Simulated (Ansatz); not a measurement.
A nudged elastic band was laid between two geometries of CH5ClOSi (9 atoms, charge 0, multiplicity 1).

Computed with RKS B3LYP/def2-SVP in Ansatz.

```json
{
  "movable images": "7",
  "climbing image": "yes",
  "spring": "5.0 eV/Å²",
  "optimiser": "quadratic models (default)",
  "start path": "IDPP",
  "force threshold": "0.05 eV/Å",
  "iteration limit": "49",
  "end points": "relaxed"
}
```

Image 0:

```xyz
9
Properties=species:S:1:pos:R:3
O 0.346 1.552 -0.431
C -0.479 0.488 -0.137
Si 0.584 -0.994 0.445
Cl -1.443 -0.082 -1.629
H -0.189 2.331 -0.644
H -1.278 0.745 0.579
H 1.521 -1.371 -0.644
H -0.321 -2.127 0.782
H 1.347 -0.588 1.661
```

Image 8:

```xyz
9
Properties=species:S:1:pos:R:3
O -0.359 0.622 -1.484
C -0.337 0.602 -0.107
Si 0.709 -0.886 0.491
Cl -2.044 0.397 0.618
H -0.812 1.421 -1.792
H -0.004 1.557 0.335
H 2.098 -0.737 -0.034
H 0.100 -2.140 -0.024
H 0.737 -0.881 1.979
```

Task: Which bonds break or form, and what moves?

Result: No bond is made or broken. The dihedral Cl4–C2–Si3–H8 goes from -59 to 62°. The two ends are copies of one structure, up to a mirror image or an exchange of like atoms.

Task: Give the energies along the band, and the barrier.

Result: The run converged. The highest image is number 4 of 0 to 8, 0.128 eV above the ends, which have the same energy within 2 meV. A vibrational analysis at the climbing image gives one clearly imaginary mode, 166i cm⁻¹: a first-order saddle point.

```
image  path coordinate (Å)  energy (eV)  dihedral Cl4–C2–Si3–H8 (°)
    0                 0.00        0.000                         -59
    1                 0.48        0.018                         -45
    2                 0.96        0.064                         -29
    3                 1.43        0.109                         -14
    4                 1.91        0.128                           2
    5                 2.38        0.110                          17
    6                 2.85        0.065                          32
    7                 3.32        0.019                          47
    8                 3.79        0.000                          62
```

Task: What is the geometry of the highest image?

Result: 
```xyz
9
Properties=species:S:1:pos:R:3:forces:R:3
O 0.184 1.125 -1.200 -0.02 0.00 0.02
C -0.426 0.546 -0.108 -0.02 -0.02 -0.01
Si 0.636 -0.947 0.506 0.00 0.01 0.00
Cl -2.152 -0.038 -0.508 0.03 0.01 0.01
H -0.296 1.932 -1.441 0.01 0.00 -0.01
H -0.612 1.266 0.708 0.00 0.00 0.00
H 1.840 -1.066 -0.362 0.00 0.00 0.00
H -0.146 -2.210 0.481 0.00 0.00 0.00
H 1.061 -0.654 1.907 0.00 0.00 0.00
```

Task: What are the harmonic wavenumbers there?

Result: 166i, 204, 302, 340, 459, 527, 629, 695, 728, 926, 943, 950, 1120, 1171, 1256, 1400, 2221, 2246, 2261, 3041, 3763 cm⁻¹.

The band took 4 iterations and of the order of 100 core-seconds.

Run time: 100 s on 1 thread of Arm Neoverse V2, with other jobs on the host, peak memory 0.17 GiB.
